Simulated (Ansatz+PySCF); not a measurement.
**singlet SF₆: levels of theory in one basis**

```csv
atom,x (Å),y (Å),z (Å)
S,0.0000,0.0000,0.0000
F,1.7071,0.0000,0.0000
F,-1.7071,0.0000,0.0000
F,0.0000,1.7071,0.0000
F,0.0000,-1.7071,0.0000
F,0.0000,0.0000,1.7071
F,0.0000,0.0000,-1.7071
```

Basis set: def2-SVP (spherical functions). Frozen core: 11 orbitals. Charge 0, multiplicity 1.

Computed with Ansatz (development build ahead of 0.2.0); each method stands on the lowest determinant of its kind that the runs found.

```csv
method,E − E(RHF) (eV),<S²> of the determinant
RHF,0.00,0.00
```

What does RHF-MP2 give on the same scale?

-36.43 eV.

Is a single determinant a sound starting point here?

By this sign, yes. Unrestricted orbitals gain 0.00 eV and <S²> is 0.00 against 0.00 for a pure state.
